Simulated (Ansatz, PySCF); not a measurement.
Spin states of H2MoO2 (SMILES [OH][Mo][OH]), each relaxed with B3LYP-D3(BJ)/def2-TZVP.
State 1 (charge 0, multiplicity 5):
```xyz
5

Mo     0.171    -0.666     0.032
O      1.489     0.320    -0.948
H      1.359     0.648    -1.846
O     -1.495    -0.362     0.929
H     -1.578     0.091     1.776
```
State 2 (charge 0, multiplicity 1):
```xyz
5

Mo     0.3478    -0.1582     0.3148
O      1.3641     0.2095    -1.1639
H      1.4903     0.5047    -2.0678
O     -1.1568    -0.3023     1.3492
H     -2.0991    -0.2240     1.5105
```

```
level                              energy of the multiplicity-1 state less that of the multiplicity-5 state (kcal/mol)  cost
---------------------------------  -----------------------------------------------------------------------------------  ----
SVWN5/def2-TZVPP                                                                                                 21.99  ×0.7
PBE/def2-TZVPP                                                                                                   30.47    ×1
PBE-D3(BJ)/def2-TZVPP                                                                                            30.49    ×1
PBE-D4/def2-TZVPP                                                                                                30.46    ×1
BLYP/def2-TZVPP                                                                                                  21.04    ×1
BLYP-D3(BJ)/def2-TZVPP                                                                                           21.10    ×1
BLYP-D4/def2-TZVPP                                                                                               21.02    ×1
r2SCAN/def2-TZVPP                                                                                                41.41    ×3
r2SCAN-D3(BJ)/def2-TZVPP                                                                                         41.42    ×3
r2SCAN-D4/def2-TZVPP                                                                                             41.41    ×3
B97M-V/def2-TZVPP                                                                                                29.65    ×8
r2SCANh/def2-TZVPP                                                                                               43.12    ×3
B3LYP/def2-TZVPP                                                                                                 25.64    ×2
B3LYP-D3(BJ)/def2-TZVPP                                                                                          25.69    ×2
B3LYP-D4/def2-TZVPP                                                                                              25.62    ×2
PBE0/def2-TZVPP                                                                                                  37.04    ×1
PBE0-D3(BJ)/def2-TZVPP                                                                                           37.06    ×1
PBE0-D4/def2-TZVPP                                                                                               37.03    ×1
BHLYP/def2-TZVPP                                                                                                 31.85    ×1
BHLYP-D3(BJ)/def2-TZVPP                                                                                          31.89    ×1
BHLYP-D4/def2-TZVPP                                                                                              31.83    ×1
CAM-B3LYP/def2-TZVPP                                                                                             26.42    ×1
CAM-B3LYP-D3(BJ)/def2-TZVPP                                                                                      26.44    ×1
CAM-B3LYP-D4/def2-TZVPP                                                                                          26.41    ×1
wB97X-V/def2-TZVPP                                                                                               23.52    ×4
wB97M-V/def2-TZVPP                                                                                               24.58    ×3
B2PLYP/def2-TZVPP                                                                                                26.63    ×2
B2PLYP-D3(BJ)/def2-TZVPP                                                                                         26.65    ×2
B2PLYP-D4/def2-TZVPP                                                                                             26.62    ×2
CCSD/def2-SVP                                                                                                    32.54     -
CCSD/def2-TZVPP                                                                                                  34.31     -
CCSD(T)/def2-SVP                                                                                                 27.60    ×2
CCSD(T)/def2-TZVPP                                                                                               28.69   ×20
CCSD(T)/CBS(def2-SVP, def2-TZVPP)                                                                                28.46   ×30
```

The rows run from 21.02 (BLYP-D4/def2-TZVPP) to 43.12 kcal/mol (r2SCANh/def2-TZVPP). From def2-SVP to def2-TZVPP CCSD(T) changes by 1.10. The dispersion term adds 0.03 in PBE-D3(BJ), -0.01 in PBE-D4, 0.06 in BLYP-D3(BJ). The 13 functionals in def2-TZVPP without D3 or D4 span 22.08, from BLYP to r2SCANh.

Singlets are restricted, other states unrestricted; no spin–orbit coupling, no relativity up to Kr; see below for the cores. The largest T1 diagnostic is 0.026.

Correlated levels freeze the inner cores; with def2 sets outer-core shells near the valence are correlated too. CBS: X⁻³ extrapolation of the correlation energy, Hartree–Fock from the larger set.

Doubts at one or more of the structures used: a restricted determinant that unrestricted orbitals would lower (B2PLYP/def2-TZVPP, B2PLYP-D3(BJ)/def2-TZVPP, B2PLYP-D4/def2-TZVPP, CCSD/def2-SVP, CCSD/def2-TZVPP, CCSD(T)/def2-SVP, CCSD(T)/def2-TZVPP, CCSD(T)/CBS(def2-SVP, def2-TZVPP)).

Run with Ansatz (an electronic-structure program) with Gaussian orbitals; PySCF for the dispersion terms. Values without a source in brackets are computed. In def2 rows elements past Kr take small-core potentials, without spin–orbit coupling.

Costs are rough ratios of core time to PBE/def2-TZVPP (about 12 s over the structures, on one shared machine); a dash marks a level with no comparable run of its own.
